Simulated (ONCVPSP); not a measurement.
# Pb ONCV: all-electron and pseudo phase curves

- Element: lead
- Generator: ONCVPSP 4.0.1
- Type: optimised norm-conserving Vanderbilt (ONCV)
- Functional: PBEsol
- Relativity: fully relativistic
- Frozen core: [Kr] 4d10 4f14
- Valence charge: 22
- Reference configuration: 5s2 5p6 5d10 6s2 6p2
- Partial waves: 5s+6s: rc 1.50 bohr, ncon 4, nbas 8, qcut 7.9 1/bohr, 2 projectors; 5p+6p: rc 2.02 bohr, ncon 4, nbas 8, qcut 10.5 1/bohr, 2 projectors; 5d: rc 1.40 bohr, ncon 3, nbas 6, qcut 6.2 1/bohr, 2 projectors, debl 2.6 Ha
- Local potential: polynomial inside 1.10 bohr (lpopt 5, dvloc0 0 Ha)
- Core correction: polynomial model core, fcfact 0.2

Open shells are filled in proportion to 2j + 1.

The phase is arctan(r·R′/R) of the radial function R(r), unwrapped; energies in Ha, scanned from -7 to 5 Ha. A pole is an energy at which the radial function vanishes at the test radius. The pseudo phase is shifted by a multiple of π to meet the all-electron one at the reference energy, and phase errors are pseudo minus all-electron; the curves can meet again beyond the range given. Levels narrower than the energy grid can be missing from the lists of poles.

```
channel  radius (bohr)  reference energy (Ha)  poles, all-electron  poles, pseudo  unbroken range about the reference energy with phases within 0.05 rad  phase error 1 Ha above the reference energy (rad)
      s           1.53                  -0.44                -4.98          -4.98                                                        the whole range                                             -0.002
   p3/2           2.05                  -0.12          -2.85, 3.20    -2.85, 3.18                                                        the whole range                                             -0.000
   p1/2           2.05                  -0.17          -3.72, 2.52    -3.72, 2.51                                                              below 4.8                                             -0.000
   d5/2           1.42                  -0.74                 1.47           1.47                                                        the whole range                                             -0.000
   d3/2           1.42                  -0.83                 1.20           1.20                                                        the whole range                                             -0.000
```

Phases in the d3/2 channel:

```tsv
E (Ha)	all-electron	pseudo
-6.96	1.303	1.302
-6.64	1.292	1.292
-6.32	1.280	1.279
-6.00	1.266	1.266
-5.68	1.250	1.250
-5.36	1.231	1.231
-5.04	1.210	1.210
-4.72	1.184	1.184
-4.40	1.153	1.153
-4.08	1.114	1.114
-3.76	1.064	1.064
-3.44	0.998	0.997
-3.12	0.906	0.906
-2.80	0.773	0.773
-2.48	0.571	0.571
-2.16	0.261	0.261
-1.84	-0.162	-0.163
-1.52	-0.589	-0.589
-1.20	-0.906	-0.906
-0.88	-1.113	-1.113
-0.56	-1.251	-1.251
-0.24	-1.346	-1.346
0.08	-1.417	-1.417
0.40	-1.472	-1.472
0.72	-1.516	-1.516
1.04	-1.554	-1.554
1.36	-1.587	-1.587
1.68	-1.618	-1.618
2.00	-1.646	-1.646
2.32	-1.674	-1.674
2.64	-1.702	-1.702
2.96	-1.732	-1.732
3.28	-1.764	-1.764
3.60	-1.799	-1.799
3.92	-1.840	-1.840
4.24	-1.889	-1.889
4.56	-1.950	-1.950
4.88	-2.029	-2.030
```
